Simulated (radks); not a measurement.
Values are calculated unless marked as measured or tabulated.
The nuclear charge of neutral indium is varied continuously with 49 electrons held in [Kr] 4d10 5s2 5p1. Code: a radial shooting solver on a logarithmic mesh with Libxc functionals. Model: Dirac Kohn-Sham, BLYP, spin-unpolarised, spherical densities, finite nucleus; open shells fill j = l - 1/2 first; Fermi nuclear charge, rms radius 4.6156 fm. By the Hellmann-Feynman theorem dE/dZ = E(electron-nucleus)/Z, the electronic potential at the nucleus (averaged over a nucleus of fixed radius).

Z,E (hartree),E(electron-nucleus)/Z (hartree),HOMO,e(HOMO) (eV),<r> HOMO (bohr)
48.75,-5811.10958,-289.298,5p1/2,-1.055,4.085
49,-5883.69457,-291.381,5p1/2,-2.585,3.650
49.25,-5956.80005,-293.462,5p1/2,-4.330,3.364
49.5,-6030.42551,-295.541,5p1/2,-6.250,3.153
49.75,-6104.57075,-297.620,5p1/2,-8.321,2.984
50,-6179.23576,-299.700,5p1/2,-10.530,2.845

The central difference of E at Z = 49 is -291.381 hartree, to compare with the third column; the second derivative is -8.33 hartree.
